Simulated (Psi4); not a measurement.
## Predicting a hybrid from its neighbours: SnH2F2

SnH2F2 has 5 atoms, charge 0, and is taken as a singlet. SMILES: `[F][SnH2][F]`. Geometry: relaxed at PBE0-D4/def2-TZVP.

The HOMO–LUMO gap y, in eV, basis def2-SVP with a core potential; a is the functional's share of exact exchange. Programs: Psi4 1.11.

| functional | program | a | y (eV) |
| --- | --- | --- | --- |
| revPBE | Psi4 | 0 | 6.41 |
| BLYP | Psi4 | 0 | 6.29 |
| B3LYP | Psi4 | 0.2 | 8.44 |
| PBE0 | Psi4 | 0.25 | ? |
| BHLYP | Psi4 | 0.5 | 11.50 |

Question: Fit y = c + s·a to the known rows and predict PBE0.

Answer: 
1. Means of the 4 rows: a = 0.1750, y = 8.160.
2. Σ(Δa)² = 0.1675, Σ(Δa·Δy) = 1.726, so the slope is 1.726/0.1675 = 10.304.
3. Intercept: 8.160 − (10.304) × 0.1750 = 6.357. The largest residual of the fit is 0.067.
4. PBE0: 6.357 + (10.304) × 0.25 = 8.93 eV.

The run gave 9.06 eV, so the prediction is off by -0.13 eV, more than the scatter of the fit. Exact exchange lowers occupied levels and raises empty ones. The rows mix families of semi-local functionals, which the line can't see.
